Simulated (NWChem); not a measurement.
## Correlation energy of HBN

SMILES: B=[N]
```xyz
3

B      0.0000     0.0000    -0.6134
N      0.0000     0.0000     0.6948
H      0.0000     0.0000    -1.7968
```
Charge 0, spin multiplicity 2.

Program: NWChem. All single points use one geometry, from UB3LYP/def2-SVP, a minimum by its harmonic frequencies.

Basis set: cc-pVTZ. Each correlation energy counts from its own Hartree-Fock reference.

| method | correlation energy (mHa) |
|---|---|
| URI-MP2 | -248.0 |
| UMP2 | -248.0 |
| SCS-UMP2 | -249.6 |
| CCSD on ROHF | -273.2 |
| CCSD[T] on ROHF | -286.2 |
| CCSD(T) on ROHF | -285.5 |

The values span 38.2 mHa, from CCSD[T] on ROHF (lowest) to URI-MP2 (highest). 

The correlated methods keep 2 core orbitals frozen. The structure started from a generated list of species. The unpaired electrons of the parent sit in orbitals of symmetry b2 (C2v labels of the run); other states weren't searched. The stability of the SCF solutions was not checked. Open-shell Hartree-Fock references start from PBE0 orbitals. No row is a measurement; the coupled-cluster row has its own basis-set and correlation limits.
